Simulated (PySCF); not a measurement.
H2S2, charge +1, doublet, at a GFN2-xTB geometry (a state made from the parent by changing its charge; the spin is typed, not shown lowest), with bond 3-1 at 1.25 times its length; PySCF with PBE/STO-3G.

The PySCF input:
```python
from pyscf import gto, scf, dft

mol = gto.M(
    atom='''
S    -0.809559   -0.037650    0.594607
S     0.809559    0.037650   -0.594607
H    -1.945899   -0.092172   -0.655084
H     1.718631    0.081268    0.405146
''',
    basis='sto-3g',
    charge=1,
    spin=1,
    verbose=4,
)

mf = dft.UKS(mol)
mf.xc = 'pbe'
mf.kernel()
mo_i, mo_e, stable_i, stable_e = mf.stability(internal=True, external=False, return_status=True, nroots=6, tol=1e-6)
print('internally stable:', stable_i, ' externally stable:', stable_e)
if not stable_i:
    umf = mf.copy()
    umf.scf_summary = {}
    umf.kernel(umf.make_rdm1(mo_i, mf.mo_occ))
```

Problem. What does PySCF print? Leave out banner, timings and long lists.

Solution. 
```
PySCF version 2.14.0

[INPUT] verbose = 4
[INPUT] num. atoms = 4
[INPUT] num. electrons = 33
[INPUT] charge = 1
[INPUT] spin (= nelec alpha-beta = 2S) = 1
[INPUT] symmetry False subgroup None
[INPUT] Mole.unit = angstrom
[INPUT] Symbol           X                Y                Z      unit          X                Y                Z       unit  Magmom
[INPUT]  1 S     -0.809559000000  -0.037650000000   0.594607000000 AA   -1.529844791677  -0.071148188590   1.123644381749 Bohr   0.0
[INPUT]  2 S      0.809559000000   0.037650000000  -0.594607000000 AA    1.529844791677   0.071148188590  -1.123644381749 Bohr   0.0
[INPUT]  3 H     -1.945899000000  -0.092172000000  -0.655084000000 AA   -3.677216176065  -0.174179836353  -1.237929348585 Bohr   0.0
[INPUT]  4 H      1.718631000000   0.081268000000   0.405146000000 AA    3.247741899187   0.153574262691   0.765614980463 Bohr   0.0

nuclear repulsion = 85.20228684069
number of shells = 12
number of NR pGTOs = 60
number of NR cGTOs = 20
basis = sto-3g
ecp = {}

******** <class 'pyscf.dft.uks.UKS'> ********
method = UKS
initial guess = minao
damping factor = 0
level_shift factor = 0
DIIS = <class 'pyscf.scf.diis.CDIIS'>
diis_start_cycle = 1
diis_space = 8
diis_damp = 0
SCF conv_tol = 1e-09
SCF conv_tol_grad = None
SCF max_cycles = 50
direct_scf = True
direct_scf_tol = 1e-13
number electrons alpha = 17  beta = 16
XC library pyscf.dft.libxc version 7.1.2
    S. Lehtola, C. Steigemann, M. J. T. Oliveira, and M. A. L. Marques,  SoftwareX 7, 1–5 (2018)
XC functionals = pbe
    J. P. Perdew, K. Burke, and M. Ernzerhof,  Phys. Rev. Lett. 77, 3865 (1996)
    J. P. Perdew, K. Burke, and M. Ernzerhof,  Phys. Rev. Lett. 78, 1396 (1997)
    J. P. Perdew, K. Burke, and M. Ernzerhof,  Phys. Rev. Lett. 77, 3865 (1996)
    J. P. Perdew, K. Burke, and M. Ernzerhof,  Phys. Rev. Lett. 78, 1396 (1997)
radial grids:
    Treutler-Ahlrichs [JCP 102, 346 (1995); DOI:10.1063/1.469408] (M4) radial grids

becke partition: Becke, JCP 88, 2547 (1988); DOI:10.1063/1.454033
pruning grids: <function nwchem_prune>
grids dens level: 3
symmetrized grids: False
atomic radii adjust function: <function treutler_atomic_radii_adjust>
small_rho_cutoff = 0
Set gradient conv threshold to 3.16228e-05
tot grids = 57376
init E= -787.994051902455

cycle= 1 E= -788.108499880618  delta_E= -0.114  |g|= 0.0758  |ddm|= 1.86
cycle= 2 E= -788.115463938073  delta_E= -0.00696  |g|= 0.0243  |ddm|= 0.336
cycle= 3 E= -788.115524806657  delta_E= -6.09e-05  |g|= 0.027  |ddm|= 0.111
cycle= 4 E= -788.116207265428  delta_E= -0.000682  |g|= 0.00531  |ddm|= 0.0633
cycle= 5 E= -788.11623259375  delta_E= -2.53e-05  |g|= 0.00168  |ddm|= 0.0119
cycle= 6 E= -788.116236789841  delta_E= -4.2e-06  |g|= 0.000431  |ddm|= 0.00525
cycle= 7 E= -788.116237435452  delta_E= -6.46e-07  |g|= 0.000106  |ddm|= 0.0028
cycle= 8 E= -788.116237461086  delta_E= -2.56e-08  |g|= 4.76e-05  |ddm|= 0.00055
cycle= 9 E= -788.116237465413  delta_E= -4.33e-09  |g|= 5.78e-06  |ddm|= 0.000211
cycle= 10 E= -788.116237465499  delta_E= -8.59e-11  |g|= 1.14e-06  |ddm|= 3.38e-05
Extra cycle  E= -788.116237465488  delta_E= 1.11e-11  |g|= 3.5e-06  |ddm|= 9.39e-06
converged SCF energy = -788.116237465488  <S^2> = 0.75100887  2S+1 = 2.0010086
uhf_internal: lowest eigs of H = [0.27273941 0.3138608  0.32204947 0.36424658 0.3792451  0.43416894]
<class 'pyscf.dft.uks.UKS'> wavefunction is stable in the internal stability analysis
internally stable: True  externally stable: None
```
